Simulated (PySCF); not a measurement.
**TcSCl2: from structure and modes to constants**

Level of theory: UPBE0 in PySCF with Tc def2-SVP with ECP28, S def2-SVP, Cl def2-SVP; scalar-relativistic core potentials, no spin–orbit coupling; density-fitted integrals.

The quartet minimum has C2v symmetry. Masses (u): Tc 98.90722, S 31.97207, Cl 34.96885.

```xyz
4
charge 0 multiplicity 4, angstrom
Tc    0.0000    0.0000   -0.0163
S     0.0000    0.0000    2.0607
Cl    2.0532    0.0000   -0.9184
Cl   -2.0532    0.0000   -0.9184
```

Harmonic wavenumbers (cm⁻¹): 80.3 (b1, ×1), 105.8 (a1, ×1), 139.6 (b2, ×1), 376.2 (a1, ×1), 443.0 (b2, ×1), 569.4 (a1, ×1).

**Question.** Find the principal moments of inertia and the rotational constants. What kind of rotor is it?

**Answer.** About the centre of mass I = 194.78, 294.83, 489.61 u Å². With B = 16.8576/I this gives 0.08655, 0.05718, 0.03443 cm⁻¹. The molecule is an asymmetric top with κ = -0.13.

**Question.** What is the harmonic zero-point energy?

**Answer.** Half the sum of all 6 wavenumbers, 1714/2 = 857 cm⁻¹, which is 10.3 kJ/mol (1 cm⁻¹ = 0.0119627 kJ/mol).

This need not be the most stable arrangement of these atoms. With open d or f shells other occupations or spin states may lie lower.
